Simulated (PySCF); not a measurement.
Here is a job for PySCF.
```python
from pyscf import gto, scf, dft, tdscf

mol = gto.M(
    atom='''
B     0.63016015    0.69553097   -0.00673031
Br   -0.65351999   -0.70845424    0.00049872
O     0.31611294    1.77672235   -0.72296485
H     0.94539192    2.49728478   -0.74279122
O     1.78376744    0.59968450    0.67095821
H     1.97796385   -0.19029600    1.17504071
''',
    basis='6-31g',
    verbose=4,
)

mf = dft.RKS(mol)
mf.xc = 'lc_wpbe'
mf.kernel()
td = mf.TDA()
td.nstates = 2
td.kernel()
td.analyze()
```

**Question.** What does this run give for the HOMO-LUMO gap, lowest excitation energy found, excitation energies found, nuclear repulsion energy, total energy?

**Answer.** 
| Property | Value |
|---|---|
| HOMO-LUMO gap | 14.66 eV |
| lowest excitation energy found | 8.60 eV |
| excitation energies found | 8.60, 9.14 eV |
| nuclear repulsion energy | 226.5148 Eh |
| total energy | -2749.8790 Eh |
